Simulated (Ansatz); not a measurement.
CH6AlNO (`OC[NH][AlH2]`). Charge 0, multiplicity 1.

Z-matrix (Å, degrees):
```
C
N 1 1.433
O 1 1.409 2 113.4
H 1 1.099 2 108.2 3 123.6
H 1 1.095 2 111.8 3 -117.7
Al 2 1.775 1 127.9 3 -118.6
H 2 1.011 1 111.3 3 62.9
H 3 0.962 1 107.4 2 55.4
H 6 1.583 2 116.8 1 2.5
H 6 1.582 2 117.7 1 -178.0
```

Task: What are the harmonic wavenumbers in cm⁻¹ at PBE0-D4/def2-TZVP (Ansatz, finite differences of forces, unscaled)? (An estimate is asked.)

Result: The calculation gave: 103, 199, 244, 333, 460, 532, 594, 638, 741, 801, 1016, 1062, 1154, 1217, 1360, 1409, 1442, 1516, 1937, 1947, 3010, 3069, 3582, 3842.

Task: Is this a minimum?

Result: Yes, all 24 modes are real.

Task: Give the ideal-gas thermochemistry at 298.15 K and 1 bar (rigid rotor, harmonic oscillator; point group C1, symmetry number 1).

Result: Zero-point energy 192.7 kJ/mol; H(298) − E = 211.0 kJ/mol; entropy 316.6 J/(mol·K), of which translation 162.7, rotation 105.7, vibration 48.2; G(298) − E = 116.7 kJ/mol.

Task: Rotational constants (cm⁻¹)?

Result: 0.6993, 0.0861, 0.08535.
